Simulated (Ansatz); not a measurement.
CH₅AlSiTe, relaxed with RKS PBE0-D4/def2-TZVP in Ansatz from a PBE-D4/def2-SVP geometry. The force threshold is 0.005 eV/Å; the program also tests the step.

Total charge 0; spin multiplicity 1. Te takes the def2 core potential. The bonds changed during the relaxation, so this is another structure than the one it started from.

Start:

```xyz
9

Al    0.415    1.799    0.069
Si    0.286   -0.396   -1.045
C    -0.819   -1.300    0.197
Te    0.803   -0.514    1.535
H    -1.040    2.415    0.324
H     1.769    2.636   -0.067
H     1.206   -1.395   -1.715
H    -0.836   -2.405    0.225
H    -1.784   -0.841    0.476
```

(1) By how much does the energy fall, and how many steps does the optimiser take? (Best estimate.)

(2) Which bonds change most? (Estimate.)

(3) Give the relaxed structure. (Best estimate.)

Results:

(1) Computed: 1.05 kcal/mol, in 6 steps.

(2) The calculation gave: Si2–Te4 from 2.634 to 2.587 Å; C3–Te4 from 2.245 to 2.200 Å; Si2–C3 from 1.892 to 1.863 Å; Si2–H7 from 1.515 to 1.493 Å.

(3) The calculation gave: 
```xyz
9

Al    0.410    1.793    0.054
Si    0.274   -0.397   -1.023
C    -0.810   -1.298    0.195
Te    0.766   -0.514    1.514
H    -1.018    2.425    0.331
H     1.763    2.605   -0.070
H     1.188   -1.369   -1.694
H    -0.809   -2.384    0.228
H    -1.765   -0.861    0.467
```
